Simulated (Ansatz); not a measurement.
Isolated molecules relaxed with PBE0-D4/def2-TZVP in Ansatz; ΔE leaves out vibrations. CCSD(T)/CBS adds triple-zeta CCSD(T) − MP2 to the extrapolated MP2 energy (def2 sets, frozen cores). This one scheme is used for every species. One conformer a species, not always the lowest.

Reaction (ligand exchange at the Si–N bond): `C[SiH2]N[SiH](O)O` + CH₃OH → `CO[SiH](O)O` + `C[SiH2]N`

```tsv
species	HF/def2-TZVPP energy (Eh)
`C[SiH2]N[SiH](O)O`	-825.47283
CH₃OH	-115.09501
`CO[SiH](O)O`	-555.17070
`C[SiH2]N`	-385.41466
```

(1) Work out ΔE.

Largest T1 diagnostic among the species: 0.011.

## Answers

(1) ΔE = (-555.17070) + (-385.41466) − (-825.47283) − (-115.09501) = -0.01752 Eh = -0.48 eV. CCSD(T)/CBS gives -0.37 eV.

The D4 term adds +0.04 eV with B3LYP and +0.03 eV with PBE0; it sums over pairs of atoms, weighted by their polarisabilities, and B3LYP, whose exchange is more repulsive, gets the larger term. In def2-TZVPP, CCSD(T) changes the Hartree–Fock value by +0.10 eV (the triples alone add +0.01 eV) and MP2 by +0.10 eV.

B3LYP here is the variant with VWN-RPA as its local correlation; programs differ in this.
